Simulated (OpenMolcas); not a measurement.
**Si²⁺: input and output**

Input:

```
&GATEWAY
Coord
1

Si 0.0 0.0 0.0
Basis=ANO-RCC-VQZP
Group=XYZ
NoMove
AngMom=0.0 0.0 0.0
AMFI
&SEWARD
* reference wave functions (RASSCF and RASSI steps not shown): 2 electrons in 9 orbitals (RAS2 3s 3p; RAS3 3d, at most 2 electrons)
>>> COPY JOB001 $Project.JobIph
&CASPT2
Multistate=3 1 2 3
Frozen=1 0
IPEA=0.0
Imaginary=0.1
MaxIter=60
WThr=0.0 0.3 0.05
PrWF=0.5
NoMix
>>> COPY JOB002 $Project.JobIph
&CASPT2
Multistate=7 1 2 3 4 5 6 7
Frozen=1 0
IPEA=0.0
Imaginary=0.1
MaxIter=60
WThr=0.0 0.3 0.05
PrWF=0.5
NoMix
>>> COPY JOB003 $Project.JobIph
&CASPT2
Multistate=3 1 2 3
Frozen=1 0
IPEA=0.0
Imaginary=0.1
MaxIter=60
WThr=0.0 0.3 0.05
PrWF=0.5
NoMix
...
```

Output, cut to the results:

```
--- CASPT2 ---
Orbital specifications:
      -----------------------

      Symmetry species                           1   2
                                                ag  au
      Frozen orbitals                            1   0
      Inactive orbitals                          1   3
      Active orbitals                            6   3
      Secondary orbitals                        22  23
      Deleted orbitals                           0   0
      Number of basis functions                 30  29
Type of calculation                        MS-CASPT2
      Fock operator                              state-specific
      IPEA shift                                 0.00
      Real shift                                 0.00
      Imaginary shift                            0.10
      The input orbitals will be transformed to quasi-canonical
Reference energy:        -288.0550492330
      E2 (Non-variational):      -0.0525316494
      Shift correction:          -0.0000074883
      E2 (Variational):          -0.0525391377
      Total energy:            -288.1075883707
      Residual norm:              0.0000006183
      Reference weight:           0.99505
      Contributions to the CASPT2 correlation energy
      Active & Virtual Only:         -0.0012829509
      One Inactive Excited:          -0.0083785513
      Two Inactive Excited:          -0.0428701473
Reference energy:        -288.0550492330
      E2 (Non-variational):      -0.0525316494
      Shift correction:          -0.0000074883
      E2 (Variational):          -0.0525391377
      Total energy:            -288.1075883707
      Residual norm:              0.0000006183
      Reference weight:           0.99505
      Contributions to the CASPT2 correlation energy
      Active & Virtual Only:         -0.0012829509
      One Inactive Excited:          -0.0083785513
      Two Inactive Excited:          -0.0428701473
::    CASPT2 Root  1     Total energy:   -288.10758837
::    CASPT2 Root  2     Total energy:   -288.10758837
::    CASPT2 Root  3     Total energy:   -288.10758837
::    MS-CASPT2 Root  1     Total energy:   -288.10758837
::    MS-CASPT2 Root  2     Total energy:   -288.10758837
::    MS-CASPT2 Root  3     Total energy:   -288.10758837
--- CASPT2 ---
Orbital specifications:
      -----------------------

      Symmetry species                           1   2
                                                ag  au
      Frozen orbitals                            1   0
      Inactive orbitals                          1   3
      Active orbitals                            6   3
      Secondary orbitals                        22  23
      Deleted orbitals                           0   0
      Number of basis functions                 30  29
Type of calculation                        MS-CASPT2
      Fock operator                              state-specific
      IPEA shift                                 0.00
      Real shift                                 0.00
      Imaginary shift                            0.10
      The input orbitals will be transformed to quasi-canonical
Reference energy:        -288.6382930865
      E2 (Non-variational):      -0.0586104889
      Shift correction:          -0.0000183233
      E2 (Variational):          -0.0586288122
      Total energy:            -288.6969218987
      Residual norm:              0.0000000855
      Reference weight:           0.99291
      Contributions to the CASPT2 correlation energy
      Active & Virtual Only:         -0.0054169409
      One Inactive Excited:          -0.0094659667
      Two Inactive Excited:          -0.0437275813
Reference energy:        -288.0915710071
      E2 (Non-variational):      -0.0519432471
      Shift correction:          -0.0000308799
      E2 (Variational):          -0.0519741270
      Total energy:            -288.1435451341
      Residual norm:              0.0000002655
      Reference weight:           0.99410
      Contributions to the CASPT2 correlation energy
      Active & Virtual Only:         -0.0016066561
      One Inactive Excited:          -0.0065664199
      Two Inactive Excited:          -0.0437701711
::    CASPT2 Root  1     Total energy:   -288.69692190
::    CASPT2 Root  2     Total energy:   -288.14354513
::    CASPT2 Root  3     Total energy:   -288.14354599
::    CASPT2 Root  4     Total energy:   -288.14354530
::    CASPT2 Root  5     Total energy:   -288.14354498
::    CASPT2 Root  6     Total energy:   -288.14354561
::    CASPT2 Root  7     Total energy:   -288.00135695
::    MS-CASPT2 Root  1     Total energy:   -288.69716320
::    MS-CASPT2 Root  2     Total energy:   -288.14355099
::    MS-CASPT2 Root  3     Total energy:   -288.14354663
::    MS-CASPT2 Root  4     Total energy:   -288.14354447
::    MS-CASPT2 Root  5     Total energy:   -288.14354405
::    MS-CASPT2 Root  6     Total energy:   -288.14354088
::    MS-CASPT2 Root  7     Total energy:   -288.00111566
--- CASPT2 ---
Orbital specifications:
      -----------------------

      Symmetry species                           1   2
                                                ag  au
      Frozen orbitals                            1   0
      Inactive orbitals                          1   3
      Active orbitals                            6   3
      Secondary orbitals                        22  23
      Deleted orbitals                           0   0
      Number of basis functions                 30  29
Type of calculation                        MS-CASPT2
      Fock operator                              state-specific
      IPEA shift                                 0.00
      Real shift                                 0.00
      Imaginary shift                            0.10
      The input orbitals will be transformed to quasi-canonical
Reference energy:        -288.4068132690
      E2 (Non-variational):      -0.0525211071
      Shift correction:          -0.0000067820
      E2 (Variational):          -0.0525278892
...
```

Levels above the lowest, from the spin-orbit matrix with the single-state CASPT2 energies, averaged by term, on its diagonal:

```json
{"Configuration": "3s²", "Term": "¹S", "J": "0", "E (cm⁻¹)": "0.0", "Measured (cm⁻¹)": "0.0", "g": "", "Term weight %": "100"}
{"Configuration": "3s 3p", "Term": "³P°", "J": "0", "E (cm⁻¹)": "51926", "Measured (cm⁻¹)": "52725", "g": "", "Term weight %": "100"}
{"Configuration": "3s 3p", "Term": "³P°", "J": "1", "E (cm⁻¹)": "52034", "Measured (cm⁻¹)": "52853", "g": "1.501", "Term weight %": "100"}
{"Configuration": "3s 3p", "Term": "³P°", "J": "2", "E (cm⁻¹)": "52252", "Measured (cm⁻¹)": "53115", "g": "1.501", "Term weight %": "100"}
{"Configuration": "3s 3p", "Term": "¹P°", "J": "1", "E (cm⁻¹)": "82996", "Measured (cm⁻¹)": "82884", "g": "1.000", "Term weight %": "100"}
{"Configuration": "3p²", "Term": "¹D", "J": "2", "E (cm⁻¹)": "121450", "Measured (cm⁻¹)": "122215", "g": "1.000", "Term weight %": "100"}
```

Against the 5 measured excited levels shown (NIST levels in Kelleher and Podobedova, J. Phys. Chem. Ref. Data 37, 1285 (2008)) the mean absolute deviation is 670 cm-1; the largest miss in energy is 3s 3p ³P°₂: computed 52252, measured 53115 cm⁻¹ (-1.6 %).

Configurations are named by rounded mean occupations; where the s occupation lies near a half they are strongly mixed, a name can repeat and a true partner stay unpaired. Active for correlation alone: 3d; no level in the range computed is led by a configuration that fills it, so any true level of that kind is missing. Some terms mix strongly with configurations of 3d, whose occupation reaches 0.32 (3p² ¹D). Measured partners are found by configuration, term and J. A level has none where our copy of the source lacks it or the pairing is in doubt (some pairs that miss far off the trend of their configuration count as doubtful), and it then counts in no deviation. Levels of configurations outside the active space are missing. The first state left out of the spin-orbit step lies near 160000 cm-1 above the lowest spin-free state of the reference (among the parities and spins computed), and the list stops at four fifths of that energy or lower.

The term weight is that of the spin-free term in the level, not the purity of its configuration. ° marks odd parity.
